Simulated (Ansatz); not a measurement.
The first iterations of a band of F3GeH + H2S (8 atoms, charge 0, multiplicity 1).

Method: RKS B3LYP-D4/def2-SVP (Ansatz).

```yaml
movable_images: 7
climbing_image: yes
spring: 5.0 eV/Å²
optimiser: quadratic models (default)
start_path: through a guess of the saddle point
force_threshold: 0.05 eV/Å
iteration_limit: 60
end_points: relaxed
```

First end point:

```xyz
8
Properties=species:S:1:pos:R:3
Ge -0.601 -1.021 0.201
H 0.553 -1.490 1.062
F -0.239 -0.835 -1.476
F -1.881 -2.177 0.232
F -1.345 0.447 0.721
H 0.687 2.155 0.530
S 1.711 1.471 -0.029
H 1.115 1.450 -1.241
```

Last end point:

```xyz
8
Properties=species:S:1:pos:R:3
Ge -0.680 -0.126 -0.394
H 1.693 -1.171 1.318
F 0.140 -1.615 -0.667
F -1.602 -0.382 1.035
F -1.823 0.070 -1.668
H 1.743 -0.654 1.874
S 0.668 1.599 -0.324
H -0.139 2.279 -1.174
```

| iteration | highest image above the first end (eV) | largest band force component (eV/Å) |
| --- | --- | --- |
| 1 | 23.659 | 74.201 |
| 2 | 10.325 | 31.478 |
| 3 | 4.538 | 19.240 |
| 4 | 2.866 | 8.592 |
| 5 | 2.728 | 3.047 |
| 6 | 2.679 | 1.177 |
| 7 | 2.579 | 3.227 |
| 8 | 2.455 | 1.180 |

Problem. Does the band converge within its limit, and where does its top end?

Solution. It converged. It ended after 26 iterations with the highest image 2.270 eV above the first end. Neighbouring images differ by up to 2.0 eV, so the band resolves the path poorly. A vibrational analysis at the climbing image gives one clearly imaginary mode, 1433i cm⁻¹: a first-order saddle point. The orbitals stay closed-shell, which can raise the energy where a bond breaks towards radicals; this wasn't checked here.

The run took 9.6 min on 2 threads of Arm Neoverse V1, on a shared host, peak memory 0.29 GiB.
